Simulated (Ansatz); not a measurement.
Diatomic ScCl, closed-shell singlet (the spin of the measured ground state). No spin–orbit coupling. Sc is treated without relativity.

```
level                                bond energy D_e (kcal/mol)
-----------------------------------  --------------------------
B3LYP/def2-TZVPP                                         100.72
PBE0/def2-TZVPP                                          102.65
BHLYP/def2-TZVPP                                          91.79
CAM-B3LYP/def2-TZVPP                                     100.35
wB97X-V/def2-TZVPP                                       104.43
wB97M-V/def2-TZVPP                                       104.36
CCSD/def2-TZVPP                                          100.17
CCSD/def2-QZVPP                                          100.05
CCSD(T)/def2-TZVPP                                       105.18
CCSD(T)/def2-QZVPP                                       105.72
CCSD(T)/CBS(def2-TZVPP, def2-QZVPP)                      106.76
```

The rows run from 91.79 (BHLYP/def2-TZVPP) to 106.76 kcal/mol (CCSD(T)/CBS(def2-TZVPP, def2-QZVPP)). From def2-TZVPP to def2-QZVPP CCSD(T) changes by 0.54. The 6 functionals in def2-TZVPP without D3 or D4 span 12.64, from BHLYP to wB97X-V.

D_e counts from the fitted minimum to each atom's lowest state at the same level, without counterpoise. The singlet is restricted.

Correlated levels freeze the inner cores; with def2 sets outer-core shells near the valence are correlated too. CBS: X⁻³ extrapolation of the correlation energy, Hartree–Fock from the larger set.

Doubts at one or more of the structures used: a restricted determinant that unrestricted orbitals would lower (CCSD/def2-TZVPP, CCSD/def2-QZVPP, CCSD(T)/def2-TZVPP, CCSD(T)/def2-QZVPP, CCSD(T)/CBS(def2-TZVPP, def2-QZVPP)).

Programs: Ansatz (a program for electronic structure) with Gaussian orbitals. Each number belongs to the level named beside it.
